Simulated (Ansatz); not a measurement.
Input for Ansatz (a quantum-chemistry and plane-wave program): R-CCSD(T)/cc-pV(D+d)Z on H2 (SMILES [H][H]). The basis file is the Basis Set Exchange's JSON of that set.

Ansatz 0.2 input:
```yaml
crystal:
  periodic: [false, false, false]
  atoms:
    - {symbol: H, position_ang: [0.00000000, 0.00000000, 0.37198582]}
    - {symbol: H, position_ang: [-0.00000000, -0.00000000, -0.37198582]}
basis:
  gaussian:
    orbitals: cc-pV_D+d_Z.json
magnetization: {spin_polarized: false}
correlation: {method: ccsd_t, electrons: outside_noble_gas}
scf: {lower_state_search: off}
```

Predict the final total energy.

-1.1635 hartree (reference determinant -1.1287, T1 diagnostic 0.005).
